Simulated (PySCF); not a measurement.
Working out the ionisation energy of Br⁺

Br⁺ [Ar] 3d10 4s2 4p4 (3P) → Br²⁺ [Ar] 3d10 4s2 4p3 (4S). Computed with PySCF 2.14 in cc-pVTZ-DK (6s5p3d1f, 43 functions), with the spin-free X2C one-electron Hamiltonian (Gaussian nucleus). Frozen: [Ar] 3d10. Energies in hartree (1 hartree = 27.21139 eV):

```tsv
part	Br⁺ (lower)	Br²⁺ (upper)
UHF	-2604.018473	-2603.274929
CCSD correlation	-0.122504	-0.093146
(T)	-0.003168	-0.002282
```

What does Hartree-Fock give?

(-2603.274929) − (-2604.018473) = 0.743544 hartree = 20.233 eV.

What do CCSD and CCSD(T) give?

The CCSD correlation energies differ by 0.029358 hartree = 0.799 eV and the triples by 0.000886 hartree = 0.024 eV, so CCSD gives 21.032 eV and CCSD(T) 21.056 eV.

Measured between the centres of the two terms (NIST): 21.409 eV, so CCSD(T) (valence) is off by -0.353 eV.

What remains against the reference includes basis incompleteness, the frozen core and higher excitations.
